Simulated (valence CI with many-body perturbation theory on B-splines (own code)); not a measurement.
**Energy levels of Pd XXVI**

Computed by valence CI with perturbative core correlation (CI+MBPT): three valence electrons over a frozen Dirac-Fock core [Ar], radial functions for each j: 7 s, 7 p, 8 d, 6 f, 4 g, 1 h, with the one-electron correlation potential Σ1, the two-electron term Σ2, the three-electron term Σ3, Breit, model QED; selected CI, second order for the rest, scaled by the run's own slope (own B-spline code, finite nucleus).

No measured levels were compared; by estimate terms of the open shell hold to 2 to 4 % of their energy, and close levels can change places. Only levels of the ground parity were solved; by the run's estimate the other parity begins above the list, which can be wrong where configurations are misplaced.

Levels 1 to 19 of 19, with energies above the lowest level, 3d³ ⁴F_3/2. "Leading %" is the weight of the configuration and term that name the level; weights of strongly mixed levels are sums over their largest components and can fall short, so below about 35 % the name and the second component can differ from the true leading terms, or belong to a minority configuration. In the jj column 3d3/2^4 stands for four electrons in 3d with j = 3/2. Lifetimes count E1, E2, E3, M1 and M2 decay at the calculated energies, and are blank where another channel may lead or the interval is too uncertain; long ones can be off by a factor of two.

| No. | Configuration | Term | J | E (cm⁻¹) | Leading % | Leading jj | g | Lifetime |
| --- | --- | --- | --- | --- | --- | --- | --- | --- |
| 1 | 3d³ | ⁴F | 3/2 | 0 | 82 | 3d3/2^3 (74 %) | 0.486 |  |
| 2 | 3d³ | ⁴F | 5/2 | 31463 | 95 | 3d3/2^2 3d5/2 (91 %) | 1.034 | 866 μs |
| 3 | 3d³ | ⁴F | 7/2 | 55663 | 85 | 3d3/2^2 3d5/2 (56 %) | 1.187 | 2.01 ms |
| 4 | 3d³ | ⁴F | 9/2 | 71082 | 58 | 3d3/2^2 3d5/2 (64 %) | 1.215 | 14.4 ms |
| 5 | 3d³ | ⁴P | 3/2 | 74604 | 48 | 3d3/2^2 3d5/2 (80 %) | 1.384 | 489 μs |
| 6 | 3d³ | ⁴P | 1/2 | 86304 | 72 | 3d3/2^2 3d5/2 (96 %) | 2.111 | 2.21 ms |
| 7 | 3d³ | ²G | 7/2 | 114070 | 82 | 3d3/2 3d5/2^2 (68 %) | 0.944 | 224 μs |
| 8 | 3d³ | ²H | 9/2 | 119270 | 56 | 3d3/2 3d5/2^2 (49 %) | 1.067 | 341 μs |
| 9 | 3d³ | ⁴P | 5/2 | 124430 | 89 | 3d3/2 3d5/2^2 (60 %) | 1.548 | 629 μs |
| 10 | 3d³ | ²D | 3/2 | 140030 | 47 | 3d3/2 3d5/2^2 (94 %) | 1.173 | 108 μs |
| 11 | 3d³ | ²P | 1/2 | 149120 | 72 | 3d3/2 3d5/2^2 (96 %) | 1.218 | 236 μs |
| 12 | 3d³ | ²H | 11/2 | 159930 | 100 | 3d3/2 3d5/2^2 (100 %) | 1.088 | 742 μs |
| 13 | 3d³ | ²D | 5/2 | 171640 | 89 | 3d3/2 3d5/2^2 (66 %) | 1.209 | 210 μs |
| 14 | 3d³ | ²G | 9/2 | 183880 | 56 | 3d5/2^3 (78 %) | 1.062 | 145 μs |
| 15 | 3d³ | ²F | 5/2 | 203390 | 85 | 3d3/2 3d5/2^2 (52 %) | 0.914 | 352 μs |
| 16 | 3d³ | ²P | 3/2 | 204010 | 59 | 3d5/2^3 (82 %) | 1.202 | 115 μs |
| 17 | 3d³ | ²F | 7/2 | 205810 | 95 | 3d3/2 3d5/2^2 (88 %) | 1.129 | 325 μs |
| 18 | 3d³ | ²D | 3/2 | 302510 | 99 | 3d3/2 3d5/2^2 (82 %) | 0.804 |  |
| 19 | 3d³ | ²D | 5/2 | 306090 | 84 | 3d5/2^3 (66 %) | 1.165 | 55.3 μs |

Names give the largest LS component (configuration and term), which can be under half, so a name can repeat, a term be missing and a line seem to break the LS rules; names also repeat where a configuration has a term twice.

The ionisation energy to 3d² ³F2 of the next ion comes out as 1290.7 eV (NIST: 1290 ± 4 eV (theoretical)). All 19 levels together are meant to be complete up to 318330 cm⁻¹.
